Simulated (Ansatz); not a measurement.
Born–Oppenheimer molecular dynamics of C6H10S (17 atoms, charge 0, multiplicity 1). It starts from a relaxed structure.

The calculation used Ansatz, UKS B3LYP/STO-3G.

```
ensemble                      : NVE (velocity Verlet)
time step                     : 0.25 fs
steps asked                   : 237
starting velocities drawn for : 1500 K
seed                          : 842823
```

First frame:

```xyz
17
Properties=species:S:1:pos:R:3
C -0.471 -2.466 -0.019
S -1.148 -1.036 0.894
C -0.177 0.311 0.082
C -0.549 0.521 -1.422
C 1.347 0.336 0.388
C 1.295 1.467 1.113
C -0.226 1.654 0.958
H -0.731 -2.451 -1.090
H -0.906 -3.377 0.420
H 0.625 -2.536 0.069
H 0.003 1.381 -1.834
H -0.294 -0.368 -2.018
H -1.629 0.713 -1.528
H 2.158 -0.344 0.095
H 2.044 2.067 1.645
H -0.814 1.574 1.890
H -0.547 2.551 0.399
```

Q: How far do the bonds stretch over the last three quarters of this one trajectory? (Pairs bonded in most of those frames.)

A: 
| bond | mean (Å) | spread (Å) | shortest | longest |
| --- | --- | --- | --- | --- |
| C1–S2 | 1.832 | 0.009 | 1.81 | 1.84 |
| C1–H8 | 1.104 | 0.024 | 1.07 | 1.14 |
| C1–H9 | 1.110 | 0.040 | 1.04 | 1.18 |
| C1–H10 | 1.104 | 0.039 | 1.04 | 1.17 |
| S2–C3 | 1.873 | 0.074 | 1.75 | 1.98 |
| C3–C4 | 1.565 | 0.037 | 1.51 | 1.65 |
| C3–C5 | 1.551 | 0.040 | 1.49 | 1.62 |
| C3–C7 | 1.619 | 0.035 | 1.57 | 1.68 |
| C4–H11 | 1.123 | 0.067 | 1.01 | 1.25 |
| C4–H12 | 1.111 | 0.063 | 1.00 | 1.22 |
| C4–H13 | 1.125 | 0.095 | 0.98 | 1.26 |
| C5–C6 | 1.345 | 0.015 | 1.32 | 1.37 |
| C5–H14 | 1.099 | 0.013 | 1.08 | 1.12 |
| C6–C7 | 1.536 | 0.038 | 1.49 | 1.61 |
| C6–H15 | 1.100 | 0.036 | 1.05 | 1.16 |
| C7–H16 | 1.115 | 0.031 | 1.05 | 1.17 |
| C7–H17 | 1.107 | 0.039 | 1.04 | 1.17 |

Mean temperature of the second half: 736 K. The conserved energy stayed within 0.42 meV per atom of its start (net change 0.31 meV per atom), so the integration is sound. Over the second half the temperature averaged 0.49 of the 1500 K drawn at the start: a run that starts near a minimum puts about half its kinetic energy into the potential. A run of 0.059 ps of so small a system gives no equilibrium averages. Limits of this set-up: minimal basis.

Run time: 28 min on 1 thread of Arm Neoverse V1, on a shared host, peak memory 0.18 GiB.
